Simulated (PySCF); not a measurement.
SiSCl2, singlet: data card

All numbers come from PBE0/[Si def2-TZVP, S def2-TZVP, Cl def2-TZVP], no relativity, density fitting, PySCF.

The structure is a minimum.

```xyz
4
charge 0 multiplicity 1, angstrom
Si    0.0000    0.0000    0.1755
S     0.0000    0.0000    2.1004
Cl    1.6167    0.0000   -1.0304
Cl   -1.6167    0.0000   -1.0304
```

```
Point group                                                                   : C2v
Bond lengths                                                                  : Si–Cl 2.017 Å (×2), Si–S 1.925 Å
Bond angles                                                                   : Cl–Si–Cl 106.6°, Cl–Si–S 126.7° (×2)
Lowest empty level                                                            : -2.15 eV
Rotational constants                                                          : 0.09222, 0.07799, 0.04225 cm⁻¹
Rotational symmetry number                                                    : 2
Dipole moment                                                                 : 1.93 D
Enthalpy at 298.15 K above 0 K                                                : 15.54 kJ/mol
Zero-point energy                                                             : 15.0 kJ/mol
Entropy at 298.15 K and 1 bar                                                 : 313.2 J/(mol K)
Heat capacity Cp at 298.15 K                                                  : 68.7 J/(mol K)
Atomisation energy without zero-point energy                                  : 1245 kJ/mol
Principal polarisabilities                                                    : 43.4, 66.8, 85.3 bohr³
Principal quadrupole moments (Buckingham, traceless) about the centre of mass : -3.88, 0.92, 2.96 D Å
Highest occupied level                                                        : -7.71 eV
```

Harmonic modes (masses in u: Si 27.977, S 31.972, Cl 34.969):
```tsv
symmetry	ω (cm⁻¹)	IR (km/mol)
b2	188	5.6
a1	195	2.8
b1	239	8.4
a1	446	14.6
b2	618	171
a1	818	182
```

In C2v the vibrations span 2b2 + 3a1 + b1. Here b1 is antisymmetric to the molecular plane and b2 lies in it.

Charges (e):
```
 atom  Mulliken  Löwdin  polar tensor  Mayer order to Si1
  Si1      0.56   -0.76          1.46                   –
   S2     -0.29    0.13         -0.51                2.21
Cl3,4     -0.13    0.31         -0.47                1.24
```

Mulliken populations on Si1: s 5.02, p 7.78, d 0.57, f 0.08.

Counting electrons, silicon keeps none of its valence electrons outside its bonds, so the VSEPR class is AX3 and the expected shape is trigonal planar; with unlike ligands the computed point group is C2v.

Only a few start shapes were tried, so a lower isomer may exist.

The final relaxation and frequency run took roughly 6 core-minutes on a shared host.
